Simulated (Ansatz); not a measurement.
Born–Oppenheimer molecular dynamics of FH₅N₂OSi₂ (11 atoms, charge 0, multiplicity 1). It starts from a relaxed structure.

Theory: RKS B3LYP-D4/STO-3G (Ansatz).

```json
{
  "ensemble": "NVT, Langevin thermostat",
  "time step": "1 fs",
  "steps asked": "104",
  "set temperature": "700 K",
  "friction": "0.001 /fs",
  "seed": "390801"
}
```

First frame:

```xyz
11
Properties=species:S:1:pos:R:3
N 1.871 0.855 -0.316
Si 0.189 0.858 0.051
N -0.355 -0.431 1.084
Si -1.406 -1.088 -0.126
F -0.973 -2.546 -0.715
O -0.891 0.209 -1.152
H 2.314 1.730 -0.656
H 2.290 0.046 -0.811
H -0.093 2.228 0.437
H -0.114 -0.704 2.050
H -2.833 -1.156 0.153
```

(1) How far do the bonds stretch over the last three quarters of this one trajectory? (Pairs bonded in most of those frames.)

Answers

(1) 
```
   bond  mean (Å)  spread (Å)  shortest  longest
 N1–Si2     1.716       0.031      1.68     1.79
  N1–H7     1.039       0.017      1.01     1.07
  N1–H8     1.038       0.016      1.01     1.07
 Si2–N3     1.760       0.044      1.67     1.84
Si2–Si4     2.528       0.052      2.43     2.59
 Si2–O6     1.752       0.060      1.66     1.85
 Si2–H9     1.462       0.025      1.41     1.51
 N3–Si4     1.746       0.038      1.69     1.86
 N3–H10     1.039       0.010      1.02     1.06
 Si4–F5     1.632       0.030      1.58     1.67
 Si4–O6     1.742       0.063      1.64     1.87
Si4–H11     1.463       0.043      1.40     1.52
```

Mean temperature of the second half: 354 K. The mean temperature of the second half is 49 % below the set value. A run of 0.1 ps of so small a system gives no equilibrium averages. Limits of this set-up: minimal basis.

Time of the run: 6.3 min on 1 thread of Intel(R) Xeon(R) Platinum 8175M CPU @ 2.50GHz (Skylake/Cascade Lake), with other jobs on the host, peak memory 0.13 GiB.
